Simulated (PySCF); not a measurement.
Mg(I)(SeH) (HIMgSe), SMILES [SeH][Mg][I]. Coordinates come from a PBE0-D3(BJ)/def2-SVP optimisation. The def2 effective core potentials stand for the cores of I; spin–orbit coupling is left out. Other conformers were not sampled.

**Question.** Give the equilibrium geometry at PBE0-D3(BJ)/def2-SVP (PySCF confirms it by a frequency run) as a Z-matrix, and its point group. (Estimate from the structure and the level; the computed values follow.)

**Answer.** One answer among several that fit: point group Cs.
```
Mg
Se 1 2.4206
H 2 1.4745 1 89.63
I 1 2.5558 3 149.20 2 180.00
```
Charge 0, spin multiplicity 1.
